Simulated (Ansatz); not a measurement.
The same molecule with X = N, As, Sb. Ansatz, PBE0-D4/def2-TZVP geometries, multiplicity 1.

Elements past krypton have def2 core potentials. Scalar relativity is left out up to krypton.

```
 X           molecule  mean X–F bond length / Å  LUMO energy (PBE/def2-TZVPP) / eV  HOMO energy (PBE/def2-TZVPP) / eV  HOMO energy (ωB97M-V/def2-TZVPP) / eV
 N           `FN(F)F`                     1.360                              -0.67                              -8.29                                 -12.70
Sb  `[F][Sb]([F])[F]`                     1.886                              -2.34                              -8.36                                 -11.98
```

Q: Give the row for X = As, `F[As](F)F`. (Best estimate.)

A: The calculation gave: 
```csv
X,molecule,mean X–F bond length / Å,LUMO energy (PBE/def2-TZVPP) / eV,HOMO energy (PBE/def2-TZVPP) / eV,HOMO energy (ωB97M-V/def2-TZVPP) / eV
As,`F[As](F)F`,1.715,-1.81,-8.41,-12.15
```

From N to Sb the mean X–F bond length rises at each step, by 0.526 Å in all; the LUMO energy (PBE/def2-TZVPP) falls at each step, by 1.67 eV in all; the HOMO energy (PBE/def2-TZVPP) isn't monotonic: highest at N, lowest at As; the HOMO energy (ωB97M-V/def2-TZVPP) rises at each step, by 0.72 eV in all. Bonds lengthen as the atom grows down the group.

Spin–orbit coupling is left out; it splits and shifts lone-pair levels of the heavy atoms by tenths of an eV.
